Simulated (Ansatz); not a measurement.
**Four-centre ligand exchange**

Start structure (SiH5O4F, closed shell), relaxed at PBE0-D4/def2-TZVP:

Si1  (-0.489, -0.253, -0.113)
O2  (0.208, 1.253, -0.120)
O3  (-1.399, -0.574, -1.422)
O4  (-1.491, -0.225, 1.166)
O5  (0.746, -1.297, -0.077)
H6  (1.766, 1.138, 0.394)
F7  (2.581, 0.754, 0.689)
H8  (-0.348, 1.981, 0.165)
H9  (-0.941, -0.920, -2.190)
H10  (-2.202, -0.868, 1.187)
H11  (1.570, -0.990, 0.320)
(Å)

The step: SiH₄O₄ ([OH][Si]([OH])([OH])[OH]) + HF → SiH₃O₃F ([OH][Si]([OH])([OH])[F]) + H₂O; bonds formed: Si1–F7, O2–H6; bonds broken: Si1–O2, H6–F7. Program: Ansatz 0.2.0. Basis: def2-TZVPP and def2-QZVPP. Cores are frozen in the correlated methods. Extrapolation: Hartree–Fock as exp(−7.88 √X), correlation as X^−2.97. Energies below are by CCSD(T) at an estimated basis limit (MP2 extrapolated from triple and quadruple zeta, plus CCSD(T) − MP2 in triple zeta).

What are the electronic barrier and the energy of the step, from the start structure to the end structure? (An estimate is asked for; the value comes from the calculation.)

Computed: Barrier 102.3 kJ/mol; step energy -34.6 kJ/mol (downhill); reverse barrier, their difference, 136.9 kJ/mol. Barrier and step energy count from the start structure, the reverse barrier from the end structure.

The saddle point: One imaginary mode of 449i cm⁻¹.
| pair | start (Å) | saddle (Å) | end (Å) |
| --- | --- | --- | --- |
| Si1–F7 | 3.33 | 2.04 | 1.59 |
| O2–H6 | 1.64 | 1.07 | 0.96 |
| Si1–O2 | 1.66 | 1.79 | 3.41 |
| H6–F7 | 0.95 | 1.33 | 5.12 |

Zero-point energy (harmonic, PBE0-D4): ZPE is 188.2 kJ/mol at the start and 187.0 kJ/mol at the saddle, so the barrier goes from 102.3 to 101.2 kJ/mol.

T1 diagnostic: at most 0.012.

Steps of this kind, hydrogen fluoride cutting a network bond, underlie vapour etching and the fluorination step of atomic layer etching.

Labels in which every atom is bracketed show which atoms are joined, not bond orders.

For scale, one of the runs: CCSD(T)/def2-TZVPP, 267 basis functions, launched by `ansatz run in.yaml --threads 8 --pin off --events-out ev --progress --plain --max-ram 19148MiB`. Time: 2.9 min of wall clock on 8 CPU threads of an Arm Neoverse V2; the host was shared. Peak host memory: 7.5 GiB.
